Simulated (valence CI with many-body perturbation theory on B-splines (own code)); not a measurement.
# E1 line list for I2+

Method: valence CI with perturbative core correlation (CI+MBPT): five valence electrons over a frozen Dirac-Fock core [Kr] 4d10, radial functions for each j: 11 s, 11 p, 10 d, 8 f, 5 g, 2 h, with the one-electron correlation potential Σ1 (screened to all orders), the two-electron term Σ2, the three-electron term Σ3, Breit, model QED; selected single and double excitations, second order for the rest, scaled by the run's own slope (own B-spline code, finite nucleus).

No measured spectrum was set against this ion. As an estimate, levels hold to about 250 cm⁻¹ or 0.2 % of their energy and the worst to 1 %, as in measured heavy ions of charge 2 to 7. Among the levels kept, up to 3000 cm⁻¹ of a level comes from second order outside the variational space, and about a tenth of that is noise between levels of different J, which matters for small intervals.

Lines 251 to 300 of 600 in falling wavelength, among levels below 188663 cm⁻¹, chosen from the strongest by gf and those to the six lowest levels. Wavelengths and rates use the calculated energies, so an error of 200 cm⁻¹ moves a line at 2975 Å by 0.59 % and its rate by three times that or more. Electric multipoles are in the length gauge, E1 and E2 with the static RPA response of the core. Weak lines are less certain than strong ones. Lines between different terms over intervals too small for the method are left out, as are lines whose strength nearly cancels. Where a level lies close to another of its J and parity, the split of strength between their lines is uncertain. The highest levels of a list are the least certain.

Names give the largest LS component (configuration and term), which can be under half, so a name can repeat, a term be missing and a line seem to break the LS rules; names also repeat where a configuration has a term twice. Letters in brackets count levels of one name in rising energy.

| λ vac (Å) | Upper | Lower | A (s⁻¹) | log gf | Branch % |
| --- | --- | --- | --- | --- | --- |
| 2975 | 5s²5p²6d ²F_7/2 [a] | 5s²5p²6p ²D°_5/2 [a] | 3.25e+08 | 0.54 | 65.9 |
| 2970 | 5s²5p²6p ²D°_5/2 [b] | 5s²5p²5d ⁴D_5/2 | 2.16e+07 | -0.77 | 6.1 |
| 2959 | 5s²5p²7s ²P_3/2 [a] | 5s²5p²6p ⁴D°_5/2 | 2.57e+07 | -0.87 | 2.2 |
| 2959 | 5s²5p²6d ⁴D_1/2 | 5s²5p²6p ⁴D°_3/2 [b] | 5.53e+07 | -0.84 | 6.5 |
| 2957 | 5s²5p²6p ²D°_5/2 [a] | 5s²5p²5d ²F_5/2 [a] | 2.97e+07 | -0.63 | 9.2 |
| 2947 | 5s²5p²6p ²P°_3/2 [b] | 5s²5p²5d ²D_3/2 [a] | 2.49e+07 | -0.89 | 7.2 |
| 2900 | 5s²5p²7s ⁴P_5/2 | 5s²5p²6p ⁴D°_3/2 [b] | 8.12e+07 | -0.21 | 7.6 |
| 2887 | 4f5s²5p² ²D°_5/2 | 5s²5p²5d ²D_3/2 [a] | 1.14e+07 | -1.07 | 1.2 |
| 2885 | 5s²5p²6d ⁴F_3/2 | 5s²5p²6p ⁴D°_1/2 | 4.08e+08 | 0.31 | 48.7 |
| 2881 | 4f5s²5p² ⁴D°_5/2 | 5s²5p²6s ²D_5/2 | 1.55e+07 | -0.94 | 1.6 |
| 2866 | 5s²5p²6p ⁴D°_3/2 [b] | 5s²5p²5d ⁴F_5/2 | 2.05e+07 | -1.00 | 6.3 |
| 2862 | 5s²5p²6d ⁴D_5/2 | 5s²5p²6p ²D°_5/2 [a] | 1.98e+08 | 0.16 | 12.2 |
| 2849 | 5s²5p²6d ²F_5/2 | 5s²5p²6p ⁴D°_3/2 [b] | 2.15e+07 | -0.80 | 1.6 |
| 2839 | 5s²5p²6d ²F_7/2 [b] | 5s²5p²6p ⁴D°_7/2 | 2.69e+07 | -0.59 | 1.2 |
| 2835 | 5s²5p²6d ⁴P_3/2 | 5s²5p²6p ²D°_5/2 [a] | 9.12e+07 | -0.36 | 4.5 |
| 2833 | 5s²5p²6p ⁴D°_1/2 | 5s5p⁴ ²D_3/2 | 7.69e+07 | -0.73 | 24.5 |
| 2828 | 5s²5p²6p ⁴D°_3/2 [b] | 5s²5p²5d ²P_3/2 [a] | 2.31e+07 | -0.96 | 7.1 |
| 2806 | 5s²5p²6p ²D°_5/2 [c] | 5s²5p²5d ⁴D_7/2 | 4.79e+07 | -0.47 | 11.6 |
| 2802 | 5s²5p²6d ²F_7/2 [a] | 5s²5p²6p ⁴D°_5/2 | 1.44e+07 | -0.87 | 2.9 |
| 2799 | 5s²5p²6d ²P_3/2 | 5s²5p²6p ²S°_1/2 | 2.57e+08 | 0.08 | 18.5 |
| 2783 | 5s²5p²6d ⁴P_3/2 | 5s²5p²6p ²D°_3/2 [a] | 1.79e+07 | -1.08 | 0.9 |
| 2780 | 4f5s²5p² ²F°_7/2 [b] | 5s²5p²5d ²D_5/2 [a] | 2.06e+07 | -0.72 | 2.3 |
| 2772 | 5s²5p²6p ⁴D°_5/2 | 5s²5p²5d ⁴F_5/2 | 1.37e+07 | -1.02 | 3.4 |
| 2752 | 5s²5p²6d ⁴D_1/2 | 5s²5p²6p ²S°_1/2 | 1.89e+08 | -0.37 | 22.3 |
| 2750 | 5s²5p²6p ²D°_5/2 [d] | 5s²5p²5d ⁴D_7/2 | 1.54e+07 | -0.98 | 4.3 |
| 2734 | 5s²5p²6d ²D_5/2 | 5s²5p²6p ²D°_5/2 [a] | 1.62e+07 | -0.96 | 0.7 |
| 2730 | 4f5s²5p² ²D°_5/2 | 5s²5p²5d ⁴P_3/2 | 1.82e+07 | -0.91 | 2.0 |
| 2724 | 5s²5p²6p ²F°_7/2 | 5s²5p²5d ⁴D_7/2 | 2.79e+07 | -0.61 | 6.9 |
| 2714 | 5s²5p²6d ²F_7/2 [b] | 5s²5p²6p ²D°_5/2 [a] | 3.84e+07 | -0.47 | 1.7 |
| 2709 | 4f5s²5p² ⁴D°_5/2 | 5s²5p²5d ²D_3/2 [a] | 1.34e+07 | -1.05 | 1.4 |
| 2690 | 5s5p³5d ⁶D°_9/2 | 5s²5p²5d ²F_7/2 [b] | 1.53e+07 | -0.78 | 14.8 |
| 2684 | 5s²5p²6d ²P_1/2 | 5s²5p²6p ⁴P°_1/2 | 6.07e+07 | -0.88 | 2.7 |
| 2679 | 5s²5p²6p ²P°_1/2 [b] | 5s²5p²6s ²P_3/2 | 3.83e+07 | -1.08 | 9.8 |
| 2637 | 5s²5p²6d ²D_3/2 | 5s²5p²6p ²D°_3/2 [a] | 5.59e+07 | -0.63 | 2.6 |
| 2616 | 5s²5p²7s ²P_3/2 [b] | 5s²5p²6p ²S°_1/2 | 2.64e+07 | -0.97 | 1.2 |
| 2609 | 4f5s²5p² ⁴G°_7/2 [b] | 5s²5p²5d ⁴P_5/2 | 4.99e+07 | -0.39 | 5.8 |
| 2604 | 5s²5p²6p ²P°_1/2 [b] | 5s5p⁴ ²S_1/2 | 4.38e+07 | -1.05 | 11.2 |
| 2592 | 4f5s²5p² ²G°_9/2 [c] | 5s²5p²5d ²F_7/2 [b] | 4.00e+07 | -0.39 | 5.9 |
| 2588 | 4f5s²5p² ²F°_5/2 [b] | 5s²5p²5d ²D_3/2 [b] | 7.58e+07 | -0.34 | 7.8 |
| 2586 | 4f5s²5p² ²D°_5/2 | 5s²5p²5d ⁴P_5/2 | 1.46e+07 | -1.06 | 1.6 |
| 2585 | 4f5s²5p² ²F°_5/2 [a] | 5s²5p²5d ²P_3/2 [b] | 5.46e+07 | -0.48 | 7.2 |
| 2581 | 4f5s²5p² ⁴F°_3/2 | 5s²5p²5d ⁴P_3/2 | 2.88e+07 | -0.94 | 3.0 |
| 2570 | 4f5s²5p² ⁴D°_5/2 | 5s²5p²5d ⁴P_3/2 | 4.63e+07 | -0.56 | 4.8 |
| 2565 | 4f5s²5p² ²F°_7/2 [a] | 5s²5p²5d ²F_5/2 [b] | 2.05e+08 | 0.21 | 35.6 |
| 2531 | 4f5s²5p² ²F°_7/2 [c] | 5s²5p²5d ²D_5/2 [a] | 8.28e+07 | -0.20 | 14.1 |
| 2523 | 4f5s²5p² ²G°_7/2 | 5s²5p²5d ⁴P_5/2 | 4.90e+07 | -0.43 | 5.9 |
| 2500 | 4f5s²5p² ²F°_7/2 [b] | 5s²5p²5d ²F_5/2 [c] | 1.27e+08 | -0.02 | 14.3 |
| 2491 | 4f5s²5p² ²F°_7/2 [b] | 5s²5p²5d ²F_7/2 [b] | 4.58e+07 | -0.47 | 5.2 |
| 2467 | 5s²5p²6d ²D_3/2 | 5s²5p²6p ⁴D°_3/2 [b] | 3.44e+07 | -0.90 | 1.6 |
| 2462 | 4f5s²5p² ²F°_7/2 [a] | 5s²5p²6s ²D_5/2 | 1.90e+08 | 0.14 | 33.1 |

(1) How does gf follow from A for the line at 2586 Å?

Answers

(1) gf = 1.4992 × (2J+1)_upper × A / σ², with σ = 38672 cm⁻¹ and 2J+1 = 6: gf = 0.0880.
